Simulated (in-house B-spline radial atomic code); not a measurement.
A run on Ru that did not converge. Method: non-relativistic BHandHLYP, spin-polarised, spherical fractional occupations, point nucleus; computed with an all-electron radial atomic-structure program (B-spline basis).

Command:
```bash
python run_scf.py task.json out
```
Settings:
```
Z                44
configuration    [Kr] 4d7 5s0.75 5f0.25
hamiltonian      nr
method           bhandhlyp
spin_polarised   True
```

First and last ten iterations of the last attempt (damped for 15 steps, keeping 80 % of the old Fock matrix, then DIIS):
```
 iter        energy (Eh)    residual
    1       -4434.559826    5.58e-01
    2       -4438.338905    3.38e-01
    3       -4440.841036    2.33e-01
    4       -4442.221208    1.55e-01
    5       -4442.880958    9.91e-02
    6       -4443.212184    6.64e-02
    7       -4443.372070    4.31e-02
    8       -4443.446721    2.84e-02
    9       -4443.480885    2.13e-02
   10       -4443.496480    1.62e-02
  111       -4443.511855    1.86e-05
  112       -4443.511863    1.60e-05
  113       -4443.511876    1.33e-05
  114       -4443.511883    1.27e-05
  115       -4443.511892    4.75e-06
  116       -4443.511902    2.91e-06
  117       -4443.511895    2.63e-06
  118       -4443.512170    1.14e-05
  119       -4443.512169    1.14e-05
  120       -4443.512169    1.14e-05
 not converged after 120 iterations
```

The smallest residual met was 1.4e-06; the threshold is about 4e-07. No energy from this run should be used. Time taken, with all properties: 9.2 s on 1 thread of Arm Neoverse V1, on a shared host.
